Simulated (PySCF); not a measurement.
## Energy profile

The step: BHF₂ ([F][BH][F]) + H₂O + HF → BHOF₂ ([OH][B]([F])[F]) + HF + H₂; bonds formed: H2–H7, H5–F8; dative contacts that become bonds: B1–O6; bonds broken: B1–H2, H5–O6, H7–F8 (atoms numbered as in the saddle structure below).

B1  (-0.325, -0.789, 0.079)
H2  (-1.181, 0.279, 0.391)
F3  (-0.941, -1.402, -0.938)
F4  (-0.209, -1.451, 1.248)
H5  (0.726, 0.957, -0.448)
O6  (0.983, -0.184, -0.333)
H7  (-0.749, 1.045, 0.059)
F8  (0.032, 1.891, -0.388)
H9  (1.663, -0.346, 0.329)
(Å)

Electronic energies by CCSD(T) at an estimated basis limit (MP2 extrapolated from triple and quadruple zeta, plus CCSD(T) − MP2 in triple zeta), on PBE0-D4/def2-TZVP structures; BH₄OF₃, singlet; no counterpoise correction. PySCF 2.14 with density fitting (its default auxiliary sets; JK sets also for MP2 and CCSD(T)); basis: def2-TZVPP and def2-QZVPP; cores frozen in the correlated methods. Extrapolation: Hartree–Fock as exp(−7.88 √X), correlation as X^−2.97.

(1) Give the profile in kJ/mol, counted from the separated reactants. (An estimate is asked for; the value comes from the calculation.)

The T1 diagnostic stays at or below 0.014.

Answers

(1) Computed:
```tsv
point	kJ/mol
separated: BHF₂ (linked as [F][BH][F]; B1, H2, F3, F4; singlet) + H₂O (H5, O6, H9; singlet) + HF (H7, F8; singlet)	0.0
start structure	-53.1
saddle	26.7
end structure	-129.7
separated: BHOF₂ (linked as [OH][B]([F])[F]; B1, F3, F4, O6, H9; singlet) + H₂ (H2, H7; singlet) + HF (H5, F8; singlet)	-102.3
```

For scale, one of the runs: CCSD(T)/def2-TZVPP, 211 basis functions, launched by `OMP_NUM_THREADS=4 python run.py`. Hardware: 4 CPU threads of an Intel Xeon, shared host. Wall time 22 min; peak host memory 4.2 GiB.
